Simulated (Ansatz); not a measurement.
HLiO (SMILES [Li][OH]), singlet, at a GFN2-xTB geometry (such geometries of metal compounds can be far from the true shape); PBE/aug-cc-pVDZ (Ansatz, a quantum-chemistry and plane-wave program).

Here is a job for Ansatz.
Ansatz 0.2 input:
```yaml
crystal:
  periodic: [false, false, false]
  atoms:
    - {symbol: Li, position_ang: [-0.00000000, -0.00000000, -1.22243847]}
    - {symbol: O, position_ang: [0.00000000, 0.00000000, 0.30206210]}
    - {symbol: H, position_ang: [0.00000000, 0.00000000, 1.25081859]}
basis:
  gaussian:
    orbitals: aug-cc-pVDZ
hamiltonian:
  xc: pbe
```

The log (banner, timings and long lists left out):

```
Functional definition: PBE
407 factors; their error is unknown
mean field evaluation 1: about -2255.5315 eV, gradient 7.5e1 eV
mean field evaluation 2: about -2099.5175 eV, gradient 1.7e2 eV
mean field evaluation 4: about -2266.1889 eV, gradient 6.1e0 eV
mean field evaluation 8: about -2266.2569 eV, gradient 7.2e-2 eV
mean field -2266.25691105 eV, -83.2834053569 hartree, gradient 1.5e-5 eV, S^2 0.000000; 0 other end points of the search recorded, 0 dependent functions left out
reference -2266.25697133 eV, -83.2834075723 hartree; 6, 6 occupied and 49, 49 virtual orbitals, 407 factors
Total energy: -2266.25697133 eV, -83.2834075723 hartree
```
